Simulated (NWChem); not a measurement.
System meant: C2HF4, doublet; SMILES F[CH]C(F)(F)F

NWChem input:

```
start job
memory heap 200 mb stack 900 mb global 1100 mb
geometry units angstroms noautoz
  F     -0.087292    -1.998940    -0.017200
  C      0.706434    -0.930863    -0.098537
  C      0.020597     0.388187    -0.025306
  F     -0.506587     0.638392     1.198406
  F     -0.988831     0.469611    -0.910948
  F      0.915060     1.361028    -0.289602
  H      1.725128    -1.064520     0.247800
end
basis spherical
  F library def2-svp
  C library def2-svp
  H library def2-svp
end
dft
  odft
  mult 2
  xc b3lyp
  iterations 4
  mulliken
end
task dft energy
```

End of the output:

```
     --------------------------
     Expectation value of S2:
     --------------------------
      <S2> =      0.7527 (Exact =     0.7500)

 center of mass
 --------------
 x =  -0.04546585 y =   0.02740762 z =  -0.00278173

 moments of inertia (a.u.)
 ------------------
         647.219111063115          -0.000000000000          -0.000000000001
          -0.000000000000         332.797448883517           0.000000000000
          -0.000000000001           0.000000000000         660.013226348380

     Multipole analysis of the density
     ---------------------------------

     L   x y z        total         alpha         beta         nuclear
     -   - - -        -----         -----         ----         -------
     0   0 0 0     -0.000000    -25.000000    -24.000000     49.000000

     1   1 0 0      0.611026     -0.285964      0.896990     -0.000000
     1   0 1 0     -0.259482      0.737483     -0.996965     -0.000000
     1   0 0 1      0.055376      0.237379     -0.182002     -0.000000

     2   2 0 0    -21.910801    -56.323070    -53.916893     88.329162
     2   1 1 0     -1.224186      2.455523      0.452242     -4.131952
     2   1 0 1      0.336881      0.297195     -0.558270      0.597956
     2   0 2 0    -24.470727   -131.422502   -126.915126    233.866900
     2   0 1 1     -0.214820     -0.424230      0.501681     -0.292272
     2   0 0 2    -23.680276    -50.839420    -48.730425     75.889569

 ------------------------------------------------------------------------
 dft energy failed                                                                                  0
 ------------------------------------------------------------------------
 ------------------------------------------------------------------------
  current input line :
    24: task dft energy
 ------------------------------------------------------------------------
 ------------------------------------------------------------------------
 This type of error is most commonly associated with calculations not reaching convergence criteria
 ------------------------------------------------------------------------
 For more information see the NWChem manual at https://nwchemgit.github.io

0:dft energy failed:Received an Error in Communication
```

### Question
What is wrong, and how is it mended?

### Answer
Convergence was not reached. Cause: the SCF was allowed too few iterations. This input runs:
```
start job
memory heap 200 mb stack 900 mb global 1100 mb
geometry units angstroms noautoz
  F     -0.087292    -1.998940    -0.017200
  C      0.706434    -0.930863    -0.098537
  C      0.020597     0.388187    -0.025306
  F     -0.506587     0.638392     1.198406
  F     -0.988831     0.469611    -0.910948
  F      0.915060     1.361028    -0.289602
  H      1.725128    -1.064520     0.247800
end
basis spherical
  * library def2-svp
end
dft
  odft
  mult 2
  xc b3lyp
  iterations 150
  mulliken
end
task dft energy
```
It converges to -475.74993 Ha (B3LYP/def2-SVP, spin-unrestricted).
